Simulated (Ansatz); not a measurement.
`C[Si](O)(F)[SiH3]` → `C[SiH](O)F` + `[SiH2]`  (silylene loss)

Gas-phase electronic energies from Ansatz, PBE0-D4/def2-TZVP geometries. CCSD(T)/CBS is the MP2 limit (def2-TZVPP, def2-QZVPP) plus CCSD(T) − MP2 in def2-TZVPP, frozen cores. This one scheme is used for every species. Functionals use def2-TZVPP. B3LYP here is the variant with VWN-RPA as its local correlation; programs differ in this. One conformer a species, not always the lowest.

```json
{"level": "r2SCAN-D4", "ΔE (kJ/mol)": "249.3"}
{"level": "ωB97M-V", "ΔE (kJ/mol)": "217.8"}
{"level": "B3LYP", "ΔE (kJ/mol)": "210.3"}
{"level": "MP2/def2-QZVPP", "ΔE (kJ/mol)": "235.0"}
```

(1) What does CCSD(T)/CBS give? (Best estimate.)

Largest T1 diagnostic among the species: 0.014.

Answers

(1) Computed: +224.6 kJ/mol. The listed levels differ from it by 24.7, -6.8, -14.3, 10.4 kJ/mol.

Leaving LDA and LC-ωPBE aside and taking each functional with its dispersion term where it has one, the values spread over 31.5 kJ/mol, from ωB97M-V to r2SCAN-D4. LDA lies +31.8 kJ/mol from PBE without D4. At CCSD(T), def2-SVP lies −17.2 kJ/mol from the extrapolated value and def2-TZVPP −7.0 kJ/mol. From PBE to PBE0 (25 % exact exchange), in def2-TZVPP and without D4, ΔE moves by +4.5 kJ/mol.
